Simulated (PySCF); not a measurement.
## Electronic structure of Tl (thallium, neutral) at the UHF level

Configuration: [Xe] 4f14 5d10 6s1 6p1 6d1, one real determinant (an excited configuration). All numbers are calculated (PySCF 2.14, a scalar-relativistic core potential, in aug-cc-pVTZ-PP with one added diffuse shell each of d, f type with ECP60MDF (6s5p5d3f, 67 functions)).

```
Total energy                                                  : -171.183466 hartree
One-electron energy                                           : -296.9860 hartree
Hartree (Coulomb) energy                                      : 139.6832 hartree
Exchange energy                                               : -13.8807 hartree
⟨S²⟩                                                          : 3.7539
⟨L²⟩                                                          : 8.030
Sum of ⟨r⟩                                                    : 37.19 bohr
Sum of ⟨r²⟩                                                   : 157.3 bohr²
Traceless quadrupole moment −½Σ⟨3z² − r²⟩ along its main axis : 25.8 e·bohr²
Time after the integrals                                      : 0.47 s of wall time on 1 thread of Intel(R) Xeon(R) Platinum 8488C (shared host)
```

```tsv
shell	electrons	mean orbital energy (hartree)	spread (hartree)	rms radius, mean of both spins (bohr)
5s α	1	-5.85897	0	0.952
5s β	1	-5.84538	0	0.952
5p α	3	-3.68332	0.00618	1.09
5p β	3	-3.67805	0.01615	1.09
5d α	5	-1.05851	0.01153	1.48
5d β	5	-1.03987	0.02240	1.48
6s α	1	-0.68068	0	2.61
6p α	1	-0.36031	0	3.42
6d α	1	-0.05960	0	10.4
```

⟨L²⟩ = 8.03 against 12 for a pure F term, so this real determinant mixes terms. Energies and moments cover only the electrons outside the core potential. Spin-orbit coupling, absent here, splits the open shell strongly. The outer electron is Rydberg-like, and this basis confines it to a smaller radius and binds it less than a complete one would.
